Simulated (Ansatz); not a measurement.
Molecule: C₅H₁₃O, charge 1, multiplicity 1. It need not be the lowest isomer of its formula. 
Geometry from a B3LYP-D3(BJ)/def2-TZVP (Ansatz, a program for electronic structure) optimisation:
SMILES: CCC([OH2+])CC
```xyz
19

C      2.5309    -0.0082    -0.3326
C      1.2150     0.7618    -0.4345
C     -0.0217    -0.0820    -0.2808
C     -1.3491     0.6204    -0.2393
C     -2.5656    -0.2926    -0.1037
O      0.0933    -0.8523     1.1328
H      2.5586    -0.8542    -1.0213
H      2.7336    -0.3765     0.6801
H      3.3683     0.6436    -0.5758
H      1.1301     1.2045    -1.4317
H      1.1861     1.5979     0.2696
H     -0.0267    -0.9535    -0.9336
H     -1.3306     1.3908     0.5399
H     -1.4011     1.1712    -1.1841
H     -2.5765    -0.8322     0.8441
H     -3.4793     0.2970    -0.1543
H     -2.5969    -1.0271    -0.9094
H     -0.1777    -0.2823     1.8757
H      1.0081    -1.1585     1.2837
```
Charge +1, spin multiplicity 1.

Basis-set convergence of Hartree-Fock and MP2 correlation energies (hartree) with Ansatz. Correlated levels leave the core frozen unless marked. Spin-orbit coupling is left out. No relativistic terms.

```
basis    functions       E(HF)  E(corr, MP2)
-------  ---------  ----------  ------------
cc-pVDZ        149  -271.53421      -0.90856
cc-pVTZ        362           ?             ?
```

Problem. What belongs in the gaps?

Solution. 
- cc-pVTZ, E(HF): -271.61519
- cc-pVTZ, E(corr, MP2): -1.11908
